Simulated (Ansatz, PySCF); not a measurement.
SeF₄, SMILES F[Se](F)(F)F. Atoms are numbered in the order given.

```xyz
5

Se     0.0000     0.0000    -0.3265
F      0.0000     1.7822    -0.1627
F      1.3241     0.0000     0.7794
F      0.0000    -1.7822    -0.1627
F     -1.3241     0.0000     0.7794
```
Charge 0, spin multiplicity 1.

Geometry: TPSSh-D3(BJ)/def2-SVP. The isomer is the one that the SMILES or the coordinates give; other isomers of the formula were not compared.

Vertical ionisation energy (IE) and electron affinity (EA) in eV. Rows of orbital energies are one-electron estimates. Where ΔSCF, EOM or ADC give a negative EA the extra electron is unbound and the value depends on the basis.

```json
[
 {"level": "−ε(HOMO), −ε(LUMO), M06-2X/def2-TZVP (PySCF)", "IE": "___", "EA": "___"},
 {"level": "−ε(HOMO), −ε(LUMO), PBE/def2-TZVP (PySCF)", "IE": "8.73", "EA": "3.80"},
 {"level": "ΔSCF, PBE0/def2-SVPD (Ansatz), final states of multiplicity 2 and 2", "IE": "13.10", "EA": "0.94"},
 {"level": "ΔSCF, PBE/def2-SVPD (Ansatz), final states of multiplicity 2 and 2", "IE": "12.72", "EA": "0.75"}
]
```

Question: What belongs in the gaps? (Estimate from the structure and the level; the computed values follow.)

Answer: 
- −ε(HOMO), −ε(LUMO), M06-2X/def2-TZVP (PySCF), IE: 11.93
- −ε(HOMO), −ε(LUMO), M06-2X/def2-TZVP (PySCF), EA: 2.02

Question: What vertical singlet–triplet gap does ΔSCF give with PBE0/def2-SVPD (Ansatz, a quantum-chemistry and plane-wave program) and with PBE/def2-SVPD (Ansatz)? (The exact figures need the calculation; the answer reports its results.)

Answer: 4.79 and 4.75 eV (triplet above singlet where positive).
